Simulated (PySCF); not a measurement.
**How methods differ on the excitation energy of Cu**

Cu [Ar] 3d10 4s1 (2S) → Cu [Ar] 3d9 4s1 5s1 (4D), as a difference of total energies. Calculation: PySCF 2.14, in dyall-av2z; the non-relativistic Hamiltonian (point nucleus). Correlated levels: valence: [Ar] frozen; virtual orbitals above 40 to 60 times the deepest correlated orbital energy dropped. The calculations carry no spin-orbit coupling.

```
           method  excitation energy (cm⁻¹)
              UHF                     40791
              LDA                     73027
              PBE                     68361
             PBE0                     62835
           r2SCAN                     65260
            HSE06                     62867
          wB97X-V                     65024
            B97-3                     63639
            TPSSh                     64367
    MP2 (valence)                     68697
SCS-MP2 (valence)                     65650
```

A first-order spin-orbit estimate (lowest level to lowest level, LS coupling) adds -0.104 eV.

The upper state lies above the first ionisation limit, but in LS coupling its spin forbids autoionisation to the ground ion. A Rydberg-like electron needs more diffuse functions than a valence basis has.

The promoted electron is Rydberg-like, and one or two diffuse shells describe it only roughly, which tends to raise the upper state.
